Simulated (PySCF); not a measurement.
# Hartree-Fock beside MP2: AlB2FH3 cation

All numbers below are calculated, not measured. They come from PySCF 2.14.0, an open-source quantum chemistry program, on an isolated molecule that a program drew, which may never have been made. The molecule is AlB2FH3 cation (charge +1, singlet), drawn as the SMILES string `[BH2][AlH][B+]F`.

The geometry was optimised and harmonic frequencies were computed with HF and MP2, all in the cc-pV(D+d)Z basis, for the commonest isotopes, with a restricted reference for singlets and an unrestricted one otherwise, and a frozen core in MP2. Each result is a local minimum of its method.

Geometry at the HF minimum:
```xyz
7
AlB2FH3 cation, angstrom
B     2.0548   -0.0032   -2.1250
Al    1.5328   -1.6533   -0.8552
B     3.2469   -2.2372    0.6072
F     4.1403   -2.5624    1.3888
H     2.5768   -0.2040   -3.1795
H     1.8274    1.1145   -1.7731
H     0.4321   -2.6867   -0.4714
```

Lengths of the bonds as drawn, in Å (atoms numbered as above):
```
  bond     HF    MP2
B1-Al2  2.147  2.138
Al2-B3  2.328  2.303
 B3-F4  1.231  1.249
 B1-H5  1.194  1.202
 B1-H6  1.194  1.202
Al2-H7  1.558  1.561
```

Rotational constants, in GHz:
| constant | HF | MP2 |
|---|---|---|
| A | 13.91 | 13.63 |
| B | 2.162 | 2.197 |
| C | 1.901 | 1.923 |

Harmonic frequencies in cm^-1, each column in rising order, so a row needn't be the same motion in every method:
```
rank    HF   MP2
   1    97    89
   2   102   114
   3   261   247
   4   289   279
   5   303   303
   6   371     ?
   7   554   545
   8   635   608
   9   637   613
  10   899   867
  11  1217  1159
  12  1650  1586
  13  2093  2056
  14  2715  2659
  15  2821  2768
```

**Estimate the missing MP2 frequency from the HF column.**

A single factor s that minimises the squared misfit of MP2 against s times HF over the other rows is sum(HF x MP2) / sum(HF^2) = 0.9760, with an rms misfit of 14 cm^-1. For rank 6 it gives 0.9760 x 371 = 362 cm^-1. The calculation gives 351 cm^-1, 11 cm^-1 below the estimate. The drawn bonds are on average 0.3 % longer in MP2 than in HF.
